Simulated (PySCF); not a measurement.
A species of formula C9H10O has this rotational fingerprint, computed with PBE0/pcSseg-1 in PySCF (dipole) on a GFN2-xTB geometry, gas phase:

- Rotational constants: A = 3600, B = 793.5, C = 671.6 MHz
- Dipole components: |μa| = 0.22 D, |μb| = 0.98 D, |μc| = 0.41 D
- Inertial defect: -24.78 u·Å²
- κ: -0.92

Question: Which structure is it? (One computed conformer of each.)
A. `[CH2:1]=[CH:2][CH2:3][c:4]1[cH:5][cH:6][cH:7][c:8]([OH:9])[cH:10]1` with C1–C2–C3–C4 123°, C2–C3–C4–C5 101°, C7–C8–O9–H -179°
B. `[CH2:1]=[C:2]([CH3:3])[c:4]1[cH:5][cH:6][c:7]([OH:8])[cH:9][cH:10]1` with C1–C2–C4–C5 -146°, C6–C7–O8–H 180° (4-isopropenylphenol)
C. `[OH:1][CH2:2][C:3]1=[CH:4][C@H:5]2[CH:6]=[CH:7][C@@H:8]1[CH:9]=[CH:10]2` with H–O1–C2–C3 -55°, O1–C2–C3–C4 118°
D. `[cH:1]1[cH:2][cH:3][c:4]([CH:5]2[CH2:6][O:7][CH2:8]2)[cH:9][cH:10]1` with C3–C4–C5–C6 -48°
E. `[CH3:1][CH2:2][c:3]1[cH:4][cH:5][cH:6][c:7]([CH:8]=[O:9])[cH:10]1` with C1–C2–C3–C4 -91°, C6–C7–C8–O9 180°

Answer: B. It is C=C(C)c1ccc(O)cc1, a near-prolate asymmetric top. The candidates at the same level (rigid rotor, commonest isotopes):

```tsv
SMILES	A (MHz)	B (MHz)	C (MHz)	μa (D)	μb (D)	μc (D)	Δ (u·Å²)	point group	rotor
C=CCc1cccc(O)c1	2390	870.8	681.4	1.15	0.53	0.41	-50.14	C1	asymmetric top
CCc1cccc(C=O)c1	2095	963.3	697.9	2.31	2.50	0.20	-41.79	C1	asymmetric top
c1ccc(C2COC2)cc1	3595	842.6	757.3	1.45	1.18	0.00	-73.03	Cs	near-prolate asymmetric top
C=C(C)c1ccc(O)cc1	3600	793.5	671.6	0.22	0.98	0.41	-24.78	–	near-prolate asymmetric top
OCC1=C[C@H]2C=C[C@@H]1C=C2	2664	1126	1105	1.10	0.40	1.10	-181.01	C1	near-prolate asymmetric top
```

`C=CCc1cccc(O)c1` has A 34 % too low; `CCc1cccc(C=O)c1` has A 42 % too low; `c1ccc(C2COC2)cc1` has C 13 % too high; `OCC1=C[C@H]2C=C[C@@H]1C=C2` has C 64 % too high. No structure here is proved a minimum.
